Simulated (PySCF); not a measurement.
Si(GeH3)(H)2(OMe) (CH₈GeOSi), SMILES [SiH2]([GeH3])OC. Atoms are numbered in the order given.

```xyz
12

Si    -0.4443    -1.1172     0.2905
Ge     1.2604     0.5406     0.0562
O     -1.8147    -0.7094    -0.5676
C     -2.5726     0.4435    -0.3332
H      0.0189    -2.4190    -0.2643
H     -0.7610    -1.2800     1.7480
H      0.8092     1.9010     0.6250
H      2.5276     0.1084     0.8203
H      1.6340     0.7462    -1.4241
H     -2.9712     0.4778     0.6980
H     -3.4265     0.4516    -1.0272
H     -1.9895     1.3685    -0.5021
```

Coordinates come from a PBE0-D3(BJ)/def2-SVP optimisation. This is a generated structure with no PubChem entry under its InChIKey; it may be hypothetical. Other conformers were not sampled.

Computed with PBE/def2-TZVP in PySCF.

ESP charges are fitted to the potential on shells at 1.4 to 2.0 van der Waals radii. Atomic charges (e):

```
atom  Löwdin  Mulliken  ESP fit
----  ------  --------  -------
Si1     0.01      0.24     0.31
Ge2     0.20     -0.04    -0.03
O3      0.07     -0.30    -0.24
C4     -0.39     -0.21    -0.27
H5     -0.03     -0.02    -0.05
H6     -0.03     -0.04    -0.06
H7     -0.05      0.00    -0.02
H8     -0.05      0.01    -0.02
H9     -0.05      0.01     0.00
H10     0.11      0.11     0.12
H11     0.11      0.13     0.14
H12     0.10      0.11     0.12
```
